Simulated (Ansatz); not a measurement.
Abridged output of a molecular run in Ansatz:

```
Functional definition: HF
997 factors; integrals over basis functions are off by at most 1.1e-3 eV
mean field evaluation 1: about -16273.7983 eV, gradient 3.3e1 eV
mean field evaluation 2: about -16273.9823 eV, gradient 3.4e1 eV
mean field evaluation 4: about -16276.5702 eV, gradient 3.5e0 eV
mean field evaluation 8: about -16276.6316 eV, gradient 3.6e-1 eV
mean field -16276.63285781 eV, -598.1552248267 hartree, gradient 6.2e-6 eV, S^2 0.000000; 0 other end points of the search recorded, 0 dependent functions left out
8 core orbitals not correlated: weight in the atoms' cores, before any rotation towards them, 1.000 or more for the frozen orbitals, at most 0.000 for the correlated occupied ones
reference -16276.63285781 eV, -598.1552248267 hartree; 11, 11 occupied and 144, 144 virtual orbitals, 997 factors
second order -18.10466852 eV of doubles, -0.00000000 eV of singles
cycle   1  -18.32991710 eV  change   -2.3e-1 eV  update   1.1e-1
cycle   2  -18.80797518 eV  change   -4.8e-1 eV  update   3.5e-2
cycle   3  -18.94534040 eV  change   -1.4e-1 eV  update   2.0e-2
cycle   4  -18.93505900 eV  change    1.0e-2 eV  update   6.2e-3
cycle   5  -18.93088154 eV  change    4.2e-3 eV  update   3.6e-3
cycle   6  -18.93300097 eV  change   -2.1e-3 eV  update   1.5e-3
cycle   7  -18.93270669 eV  change    2.9e-4 eV  update   8.7e-4
cycle   8  -18.93249446 eV  change    2.1e-4 eV  update   4.4e-4
cycle   9  -18.93268591 eV  change   -1.9e-4 eV  update   2.3e-4
cycle  10  -18.93259673 eV  change    8.9e-5 eV  update   1.1e-4
cycle  11  -18.93262014 eV  change   -2.3e-5 eV  update   5.8e-5
cycle  12  -18.93267011 eV  change   -5.0e-5 eV  update   3.0e-5
cycle  13  -18.93267047 eV  change   -3.6e-7 eV  update   1.7e-5
perturbative correction -0.83192094 eV, -0.0305725306 hartree
Total energy: -16296.39744922 eV, -598.8815601639 hartree
```

Its atoms:

```xyz
6

O     0.726   -1.094   -1.184
C     0.559   -0.029   -0.634
B    -0.350   -0.013    0.662
Cl   -1.845    0.860    0.588
H     0.985    0.901   -1.075
H    -0.074   -0.625    1.643
```

(1) Which basis set was used?
A. def2-SVP
B. def2-QZVPP
C. cc-pV(D+d)Z
D. def2-TZVPP

(2) Write the keys of the input that set method, charge and spin (a neutral closed shell needs none for the last two).

Answers

(1) D. It gives 163 functions.

(2) 
```yaml
correlation: {method: ccsd_t}
```
